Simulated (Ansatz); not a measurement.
Reaction (cleavage of the Ge–B bond): `[BH2][GeH]([CH3])[CH3]` + HBr → `[CH3][GeH]([CH3])[Br]` + BH₃

Computed with Ansatz on PBE0-D4/def2-TZVP structures; ΔE is electronic, products minus reactants. CCSD(T)/CBS is the MP2 limit (def2-TZVPP, def2-QZVPP) plus CCSD(T) − MP2 in def2-TZVPP, frozen cores. This one scheme is used for every species. For Br, Ge outer-core shells are correlated without core-valence functions, which leaves a few kJ/mol of doubt a bond. Scalar relativity is left out up to krypton.

| species | SCS-MP2/def2-TZVPP energy (Eh) |
| --- | --- |
| `[BH2][GeH]([CH3])[CH3]` | -2181.76693 |
| HBr | -2573.27456 |
| `[CH3][GeH]([CH3])[Br]` | -4728.55968 |
| BH₃ | -26.52681 |

(1) Work out ΔE.

Largest T1 diagnostic among the species: 0.010.

Results:

(1) ΔE = (-4728.55968) + (-26.52681) − (-2181.76693) − (-2573.27456) = -0.04500 Eh = -1.22 eV. CCSD(T)/CBS gives -1.13 eV.

From PBE to PBE0 (25 % exact exchange), in def2-TZVPP and without D4, ΔE moves by −0.08 eV. In def2-TZVPP, CCSD(T) changes the Hartree–Fock value by +0.27 eV (the triples alone add +0.01 eV) and MP2 by +0.16 eV.
